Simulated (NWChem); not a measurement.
Molecule: C2H4N2OSi; SMILES N1=CC=N[SiH]1O

```xyz
10

O      0.0001    -2.0761     0.5036
Si    -0.0002    -0.7059    -0.4130
N     -1.3494     0.4287    -0.0720
C     -0.7665     1.5338     0.1961
C      0.7668     1.5337     0.1958
N      1.3493     0.4284    -0.0727
H      0.0027    -1.9776     1.4661
H     -0.0009    -1.1490    -1.8185
H     -1.3211     2.4530     0.4190
H      1.3217     2.4526     0.4184
```
Atoms are numbered in this order, from 1.

Level: B3LYP/6-31G* (spherical d) (NWChem), optimised geometry, unscaled harmonic frequencies. 

Q: List the harmonic frequencies with IR intensities, and the thermochemistry.

A: 
| frequency (cm⁻¹) | IR intensity (km/mol) |
|---|---|
| 158 | 64.0 |
| 160 | 1.1 |
| 297 | 72.1 |
| 418 | 46.1 |
| 471 | 2.3 |
| 528 | 41.6 |
| 641 | 29.4 |
| 719 | 16.3 |
| 753 | 9.1 |
| 788 | 23.6 |
| 857 | 73.2 |
| 881 | 80.2 |
| 912 | 202.1 |
| 917 | 118.9 |
| 959 | 181.2 |
| 1013 | 0.1 |
| 1337 | 0.3 |
| 1354 | 7.6 |
| 1626 | 74.8 |
| 1687 | 8.9 |
| 2332 | 109.1 |
| 3092 | 30.7 |
| 3109 | 85.9 |
| 3804 | 83.3 |

```yaml
zero_point_energy: 41.2 kcal/mol
thermal correction to the enthalpy at 298.15 K (with zero-point energy): 45.5 kcal/mol
heat capacity Cv: 21.7 cal/(mol K)
entropy at 298.15 K and 1 atm (symmetry number 1): 77.0 cal/(mol K)
dipole_moment: 2.36 D
```

Rigid rotor and harmonic oscillator.
